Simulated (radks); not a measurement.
Trend from K4+ to Kr4+: ionisation energy by Delta-SCF between NIST ground configurations, and size. Calculated with a radial shooting solver on a logarithmic mesh with Libxc functionals: Dirac Kohn-Sham, PBE, spin-unpolarised, spherical densities, finite nucleus; open shells fill j = l - 1/2 first; Fermi nuclear charge, rms radius of each element as measured or else 0.836 A^(1/3) + 0.57 fm.

species,configuration,configuration of the ion,IE (eV),NIST (eV),kind,-e(HOMO) (eV),outermost,<r> outermost (bohr),r at 0.001 e/bohr^3 (bohr)
K4+,[Ne] 3s2 3p3,[Ne] 3s2 3p2,80.017,82.7,semi-emp.,71.290 (3p3/2),3p3/2,1.24,2.72
Ca4+,[Ne] 3s2 3p4,[Ne] 3s2 3p3,86.495,84.3,semi-emp.,77.216 (3p3/2),3p3/2,1.16,2.66
Sc4+,[Ne] 3s2 3p5,[Ne] 3s2 3p4,92.984,91.95,semi-emp.,83.168 (3p3/2),3p3/2,1.09,2.59
Ti4+,[Ar],[Ne] 3s2 3p5,99.502,99.30,exp.,89.160 (3p3/2),3p3/2,1.03,2.52
V4+,[Ar] 3d1,[Ar],65.282,65.282,exp.,55.232 (3d3/2),3d3/2,1.08,2.54
Cr4+,[Ar] 3d2,[Ar] 3d1,68.442,69.46,semi-emp.,58.052 (3d3/2),3d3/2,1.02,2.54
Mn4+,[Ar] 3d3,[Ar] 3d2,71.511,72.4,semi-emp.,60.784 (3d3/2),3d3/2,0.967,2.53
Fe4+,[Ar] 3d4,[Ar] 3d3,74.498,75.0,semi-emp.,63.438 (3d3/2),3d3/2,0.920,2.51
Co4+,[Ar] 3d5,[Ar] 3d4,77.167,79.5,semi-emp.,65.803 (3d5/2),3d5/2,0.880,2.49
Ni4+,[Ar] 3d6,[Ar] 3d5,79.990,76.1,semi-emp.,68.304 (3d5/2),3d5/2,0.842,2.46
Cu4+,[Ar] 3d7,[Ar] 3d6,82.752,80,semi-emp.,70.749 (3d5/2),3d5/2,0.807,2.44
Zn4+,[Ar] 3d8,[Ar] 3d7,85.458,83,semi-emp.,73.141 (3d5/2),3d5/2,0.775,2.41
Ga4+,[Ar] 3d9,[Ar] 3d8,88.113,86.0,semi-emp.,75.485 (3d5/2),3d5/2,0.746,2.38
Ge4+,[Ar] 3d10,[Ar] 3d9,90.719,90.50,exp.,77.785 (3d5/2),3d5/2,0.719,2.36
As4+,[Ar] 3d10 4s1,[Ar] 3d10,63.502,62.8,exp.,56.968 (4s1/2),4s1/2,1.68,2.84
Se4+,[Ar] 3d10 4s2,[Ar] 3d10 4s1,68.570,68.3,semi-emp.,61.714 (4s1/2),4s1/2,1.59,2.93
Br4+,[Ar] 3d10 4s2 4p1,[Ar] 3d10 4s2,59.294,59.60,exp.,52.776 (4p1/2),4p1/2,1.68,3.04
Kr4+,[Ar] 3d10 4s2 4p2,[Ar] 3d10 4s2 4p1,63.853,64.7,semi-emp.,56.962 (4p1/2),4p1/2,1.58,3.05

Reference values: NIST Atomic Spectra Database (exp. = measured, semi-emp. = semi-empirical, theory = theoretical value adopted there). Spin polarisation and multiplet splitting are left out, so open shells lie too high by an amount that depends on their filling.

Beside tabulated values, note that spin-unpolarised runs miss the spin-polarisation part of the exchange energy of open shells.
